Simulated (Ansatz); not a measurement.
This geometry of a periodic cell of 17 atoms, Si₁₆Ge (host Si, host structure diamond, interstitial Ge) is a first-order saddle point.

Method: DFT PBE, scalar-relativistic, plane waves, PAW in Ansatz 0.2.0. Settings: PAW set soft_1, cutoff 420 eV, k mesh 2x2x2, fermi-dirac smearing 0.02 eV, no spin polarisation.

```xyz
17
Lattice="0.0000 5.4300 5.4300 5.4300 0.0000 5.4300 5.4300 5.4300 0.0000" Properties=species:S:1:pos:R:3
Si -0.194 0.194 -0.196
Si 1.262 1.261 1.260
Si 2.849 2.581 -0.166
Si 4.169 4.168 1.260
Si 2.644 -0.006 2.642
Si 3.876 1.555 3.873
Si 5.436 2.786 2.642
Si 6.872 3.988 4.027
Si -0.164 2.582 2.847
Si 1.262 4.168 4.167
Si 2.849 5.594 2.847
Si 4.344 6.516 4.342
Si 2.644 2.786 5.434
Si 4.029 3.988 6.870
Si 5.722 5.138 5.720
Si 6.872 6.831 6.870
Ge 7.347 3.513 7.345
```

(1) Which two structures does it join? (They come from a converged band through this point; their orientation in space is the band's.)

(2) How far does it lie above each of them?

Answers

(1) Contacts lost: Si15–Ge17. Contacts made: Si6–Ge17. The atom that moves furthest is Ge17, by 2.36 Å.

Initial state:

```xyz
17
Lattice="0.0000 5.4300 5.4300 5.4300 0.0000 5.4300 5.4300 5.4300 0.0000" Properties=species:S:1:pos:R:3
Si -0.006 0.005 -0.008
Si 1.360 1.306 1.357
Si 2.760 2.670 -0.044
Si 4.123 4.069 1.356
Si 2.724 0.005 2.722
Si 4.074 1.356 4.072
Si 5.425 2.705 2.722
Si 6.790 4.069 4.023
Si -0.040 2.670 2.757
Si 1.359 4.070 4.121
Si 2.759 5.468 2.757
Si 4.076 6.783 4.072
Si 2.723 2.706 5.423
Si 4.026 4.070 6.788
Si 5.391 5.467 5.388
Si 6.789 6.832 6.788
Ge 6.791 4.068 6.787
```

Final state:

```xyz
17
Lattice="0.0000 5.4300 5.4300 5.4300 0.0000 5.4300 5.4300 5.4300 0.0000" Properties=species:S:1:pos:R:3
Si 0.006 -0.004 0.004
Si 1.321 1.313 1.318
Si 2.718 2.713 -0.046
Si 4.118 4.112 1.318
Si 2.719 -0.052 2.718
Si 4.119 1.311 4.119
Si 5.482 2.712 2.718
Si 6.783 4.078 4.083
Si -0.043 2.713 2.717
Si 1.321 4.111 4.117
Si 2.718 5.476 2.717
Si 4.082 6.779 4.081
Si 2.719 2.712 5.481
Si 4.084 4.077 6.782
Si 5.432 5.429 5.431
Si 6.783 6.777 6.782
Ge 8.151 2.711 8.149
```

(2) 0.34 eV above the first and 0.34 eV above the second. This is the barrier of this one path; another mechanism may lie lower. Limits of this set-up: coarse k mesh.

Run time: 12 min on 1 thread of Arm Neoverse V2, with other jobs on the host, peak memory 0.92 GiB.
